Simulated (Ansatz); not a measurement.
Ta2B2⁺. Charge 1, multiplicity 2. Geometry PBE0-D4/def2-TZVP, that of the neutral singlet.

```xyz
4

Ta   -0.256    1.083    0.846
Ta    1.220   -0.421   -0.537
B    -0.638    0.288   -0.994
B    -0.326   -0.950    0.685
```

In the def2 sets Ta takes a core potential; there is no spin–orbit coupling. At r2SCAN-D4/def2-TZVP the charge 1 doublet is spin-contaminated (final ⟨S²⟩ up to 0.91, 0.75 for a pure state). The structure comes from a short search, and lower isomers may exist.

Question: Estimate the α-spin orbital energies around the gap (eV) in Ansatz with PBE-D4/def2-TZVP, r2SCAN-D4/def2-TZVP, PBE0-D4/def2-TZVP.

Answer: 
```csv
orbital,PBE-D4/def2-TZVP,r2SCAN-D4/def2-TZVP,PBE0-D4/def2-TZVP
HOMO−5,-11.56,-11.65,-12.35
HOMO−4,-11.22,-11.28,-11.98
HOMO−3,-10.83,-10.80,-11.60
HOMO−2,-10.18,-10.38,-10.90
HOMO−1,-9.99,-10.00,-10.84
HOMO,-9.90,-9.87,-10.55
LUMO,-8.28,-8.17,-7.48
LUMO+1,-8.23,-7.95,-7.34
LUMO+2,-7.89,-7.56,-6.86
LUMO+3,-7.14,-7.03,-6.31
LUMO+4,-7.04,-6.71,-6.22
LUMO+5,-6.93,-6.63,-6.12
β HOMO,-9.80,-9.91,-10.48
β LUMO,-9.49,-9.04,-8.35
```
